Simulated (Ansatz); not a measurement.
One change: `B/C=N/CN` becomes `NC/N=C/[SiH3]`.

Ansatz, PBE0-D4/def2-TZVP geometries, multiplicity 1. Each molecule was computed in one conformer, which needn't be the lowest.

| property | `B/C=N/CN` |
| --- | --- |
| HOMO–LUMO gap (PBE0/def2-TZVPP) / eV | 5.05 |
| HOMO energy (B3LYP/def2-TZVPP) / eV | -6.99 |
| HOMO energy (PBE0/def2-TZVPP) / eV | -7.22 |
| HOMO–LUMO gap (B3LYP/def2-TZVPP) / eV | 4.61 |
| LUMO energy (B3LYP/def2-TZVPP) / eV | -2.39 |
| size of the dipole moment (PBE/def2-TZVPP) / D | 3.21 |

Task: What does the change do to each property? (An estimate is asked.)

Result: The calculation gave: 
| property | `NC/N=C/[SiH3]` | shift |
| --- | --- | --- |
| HOMO–LUMO gap (PBE0/def2-TZVPP) / eV | 6.15 | 1.10 |
| HOMO energy (B3LYP/def2-TZVPP) / eV | -6.79 | 0.20 |
| HOMO energy (PBE0/def2-TZVPP) / eV | -7.02 | 0.20 |
| HOMO–LUMO gap (B3LYP/def2-TZVPP) / eV | 5.69 | 1.08 |
| LUMO energy (B3LYP/def2-TZVPP) / eV | -1.10 | 1.29 |
| size of the dipole moment (PBE/def2-TZVPP) / D | 1.63 | -1.58 |

With PBE0 the HOMO rises by 0.20 eV and the LUMO rises by 1.30 eV, so the gap widens by about 1.10 eV. PBE moves the HOMO by 0.20 eV and ωB97M-V by 0.18 eV. Dipoles are sizes alone; their direction can turn.

B3LYP here is the variant with VWN-RPA as its local correlation; programs differ in this.
